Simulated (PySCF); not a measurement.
**2-ethynylpyridine, C$_{7}$H$_{5}$N**

Molfile (atoms numbered from 1):
```
C7H5N
     RDKit          3D

 13 13  0  0  0  0  0  0  0  0999 V2000
    3.2339   -0.7498   -0.5166 C   0  0  0  0  0  0  0  0  0  0  0  0
    2.0435   -0.5673   -0.3764 C   0  0  0  0  0  0  0  0  0  0  0  0
    0.6381   -0.3197   -0.2057 C   0  0  0  0  0  0  0  0  0  0  0  0
    0.1860    0.9891    0.0324 C   0  0  0  0  0  0  0  0  0  0  0  0
   -1.1783    1.2002    0.1945 C   0  0  0  0  0  0  0  0  0  0  0  0
   -2.0404    0.1095    0.1148 C   0  0  0  0  0  0  0  0  0  0  0  0
   -1.4893   -1.1508   -0.1256 C   0  0  0  0  0  0  0  0  0  0  0  0
   -0.1905   -1.3692   -0.2828 N   0  0  0  0  0  0  0  0  0  0  0  0
    4.2864   -0.9251   -0.6436 H   0  0  0  0  0  0  0  0  0  0  0  0
    0.9022    1.8108    0.0864 H   0  0  0  0  0  0  0  0  0  0  0  0
   -1.5632    2.2058    0.3810 H   0  0  0  0  0  0  0  0  0  0  0  0
   -3.1193    0.2270    0.2359 H   0  0  0  0  0  0  0  0  0  0  0  0
   -2.1397   -2.0310   -0.1938 H   0  0  0  0  0  0  0  0  0  0  0  0
  1  2  3  0
  2  3  1  0
  3  4  2  0
  4  5  1  0
  5  6  2  0
  6  7  1  0
  7  8  2  0
  8  3  1  0
  1  9  1  0
  4 10  1  0
  5 11  1  0
  6 12  1  0
  7 13  1  0
M  END
```

Computed, not measured: UKS PBE0/def2-SVP four-point reorganisation energy, gas phase (PySCF 2.14.0). Geometry: PBE0/def2-SVP.

Q: What is the inner reorganisation energy for hole transfer, with the ionisation energy?

A: λ = 0.118 (surface of the oxidised species) + 0.121 (surface of the starting species) = 0.239 eV. The ionisation energy is 9.03 eV vertical and 8.91 eV adiabatic without zero-point energy; at the relaxed geometry of the oxidised species the two energies differ by 8.79 eV. Largest bond changes: C2–C3 1.437 → 1.398 Å, C6–C7 1.396 → 1.435 Å, C3–C4 1.405 → 1.438 Å, C7–N8 1.326 → 1.307 Å, C1–C2 1.212 → 1.230 Å. ⟨S²⟩ of the relaxed oxidised species 0.778.
